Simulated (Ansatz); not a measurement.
`[NH2][Hf]([NH2])([OH])[Cl]` + `O[SiH2]/C=C/[SiH3]` → `[NH2][Hf]([NH2])([OH])[OH]` + `[SiH3]/C=C\[SiH2]Cl`  (redistribution)

Isolated molecules relaxed with PBE0-D4/def2-TZVP in Ansatz; ΔE leaves out vibrations. CCSD(T)/CBS is the MP2 limit (def2-TZVPP, def2-QZVPP) plus CCSD(T) − MP2 in def2-TZVPP, frozen cores. Double bonds are as drawn, so ΔE can hold a change between cis and trans. DFT in def2-TZVPP. def2 core potentials past Kr. For Hf outer-core shells are correlated without core-valence functions, which leaves a few kJ/mol of doubt a bond. One conformer a species, not always the lowest.

| level | ΔE (kJ/mol) |
| --- | --- |
| r2SCAN | 52.3 |
| PBE0 | 50.6 |
| SCS-MP2/def2-TZVPP | 49.9 |
| SCS-MP2/def2-QZVPP | 48.0 |

(1) What does CCSD(T)/CBS give? (Best estimate.)

Largest T1 diagnostic among the species: 0.015.

## Answers

(1) Computed: +46.4 kJ/mol. The listed levels differ from it by 5.9, 4.2, 3.5, 1.6 kJ/mol.

The D4 term adds −5.9 kJ/mol with B3LYP and −3.2 kJ/mol with PBE0; it sums over pairs of atoms, weighted by their polarisabilities, and B3LYP, whose exchange is more repulsive, gets the larger term. From PBE to PBE0 (25 % exact exchange), in def2-TZVPP and without D4, ΔE moves by +4.3 kJ/mol.

B3LYP here is the variant with VWN-RPA as its local correlation; programs differ in this.
